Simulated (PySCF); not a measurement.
## Nd³⁸⁺: ionisation energy

Nd³⁸⁺ [Ar] 3d4 (5D) → Nd³⁹⁺ [Ar] 3d3 (4F), as a difference of total energies. All numbers are calculated (PySCF 2.14, the spin-free X2C one-electron Hamiltonian (Gaussian nucleus), in an even-tempered Gaussian basis (18 s from 6.9 bohr⁻², ratio 2.5; 12 p from 9 bohr⁻², ratio 2.5; 7 d from 9 bohr⁻², ratio 2.5; 4 f from 34 bohr⁻², ratio 2.7; 3 g from 50 bohr⁻², ratio 2.7)). Correlated levels: outer shells: [Ne] frozen; virtual orbitals above 40 to 60 times the deepest correlated orbital energy dropped. The calculations carry no spin-orbit coupling.

```tsv
method	ionisation energy (eV)
UHF	2749.7
LDA	2749.3
PBE	2748.4
PBE0	2749.2
r2SCAN	2748.3
TPSSh	2747.7
BHandHLYP	2749.7
MP2 (outer shells)	2750.2
SCS-MP2 (outer shells)	2749.7
```

Spin-orbit coupling is strong in these open shells (close to jj coupling). The scalar numbers leave it out and a first-order estimate fails, so it can dominate the gap to the real levels.

Breit and QED terms and the two-electron picture change are absent.

For comparison: 2758 ± 4 eV (theoretical estimate listed by NIST; NIST Atomic Spectra Database, ionization energies).
